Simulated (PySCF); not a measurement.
Gallium monofluoride, GaF (singlet state).
Z-matrix (Å and degrees, PBE0-D3(BJ)/def2-TZVP geometry), rows numbered from 1:
```
F 
Ga  1  1.7866
```

Linear response at PBE0/aug-cc-pVTZ (PySCF, frozen core in the response, non-relativistic). Isolated species at its PBE0-D3(BJ)/def2-TZVP geometry, gas phase. The PBE0/aug-cc-pVTZ calculation is non-relativistic and has no spin–orbit coupling, an omission that weighs most on gallium.

Static isotropic polarisability: 33.59 au (4.98 Å³), principal values 32.8, 32.8, 35.1 au.

(1) What is the polarisability at 1064 nm and at the sodium D line?

(2) What is the isotropic C6 coefficient between two such molecules, C6 = (3/π)∫α(iω)² dω?

(3) Which effective excitation energy ω̄ makes London's formula C6 = (3/4)α²ω̄ exact here?

(4) What n − 1 at the D line would an ideal gas of it have at 273.15 K and 1 atm (2.6868 × 10¹⁹ cm⁻³), by n − 1 = 2π·N·α′?

(5) How many electrons N does the Slater–Kirkwood formula C6 = (3/4)·√N·α^(3/2) need to give this C6?

(6) The lowest 10 singlets have (eV, f): 5.62, 0.262; 5.62, 0.262; 7.04, 0.304; 7.30, 0.007; 7.47, 0.000; 7.54, 0.000; 7.54, 0.000; 8.12, 0.001; 8.12, 0.001; 8.28, 0.048. What share of the static polarisability do they carry in the sum over states α = Σ f/ω²?

(7) What three-body coefficient follows from the one-pole estimate C9 = (3/4)·α·C6?

Answers

(1) 34.43 au at 1064 nm (+2.5 %), 36.60 au at 589.3 nm (+9.0 %). The rise at 589.3 nm is 3.56 times that at 1064 nm; a pure ω² law gives 3.26. The lowest singlet lies at 221 nm, shorter than both wavelengths.

(2) 285.6 au (Eh·bohr⁶) by a ten-point quadrature over imaginary frequencies, which is 171 eV·Å⁶ or 16.5 J·nm⁶/mol.

(3) ω̄ = 4·C6/(3α²) = 0.338 Eh = 9.2 eV. A one-pole form α(ω) = α/(1 − ω²/ω̄²) fitted to the 1064 nm value gives 7.4 eV.

(4) 9.16 × 10⁻⁴, a formal value whether or not that pressure can be reached.

(5) N = (4·C6/3)²/α³ = 3.8; the species has 40 electrons in all.

(6) 17.47 au, 52.0 % of α; the largest term, 6.14 au, is that of the state at 5.62 eV. Their oscillator strengths add up to 0.88. Higher states carry the rest.

(7) 7190 au. This is an estimate from the two numbers above, not a computed integral.

Time: 7.1 s wall (grids of density and orbitals included); peak memory 0.37 GiB. Hardware: one thread of an Arm Neoverse N1, no GPU, on a shared host. This is the whole response run at PBE0/aug-cc-pVTZ, SCF included.
